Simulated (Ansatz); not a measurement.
The same path of BClH2O + H2S (8 atoms, charge 0, multiplicity 1) was run twice with different band settings. Lost on the way: S6–H8. Made: B1–S6, O2–H8.

All numbers below come from Ansatz 0.2.0, RKS B3LYP-D4/6-31G*.

Relaxed end points:

```xyz
8
Properties=species:S:1:pos:R:3
B -0.051 -0.383 0.144
O -0.464 -0.871 1.330
H -1.412 -0.720 1.462
Cl 1.675 -0.545 -0.249
H -0.777 0.104 -0.665
S 0.427 2.670 1.545
H 1.306 2.742 0.523
H 1.203 1.810 2.237
```

```xyz
8
Properties=species:S:1:pos:R:3
B 0.159 0.562 0.150
O -0.025 -0.080 1.766
H -0.608 -0.862 1.760
Cl 1.485 -0.482 -0.530
H -0.922 0.380 -0.326
S 0.486 2.378 0.462
H 1.798 2.284 0.772
H -0.467 0.629 2.273
```

Common settings: movable images 7; climbing image yes; spring 5.0 eV/Å²; optimiser quadratic models (default); force threshold 0.05 eV/Å; iteration limit 60; end points relaxed.

| run | start path |
| --- | --- |
| 1 | through a guess of the saddle point |
| 2 | straight line |

Task: What does each run give, and how far can it be trusted?

Result: Run 1: converged after 20 iterations, highest image 1.212 eV above the first end. A vibrational analysis at the climbing image gives one clearly imaginary mode, 1262i cm⁻¹: a first-order saddle point.
Run 2: converged after 15 iterations, highest image 1.212 eV above the first end. Another band between the same ends (7 images) ends at a top of the same energy, where a vibrational analysis finds 1 clearly imaginary mode.
The orbitals stay closed-shell, which can raise the energy where a bond breaks towards radicals; this wasn't checked here.
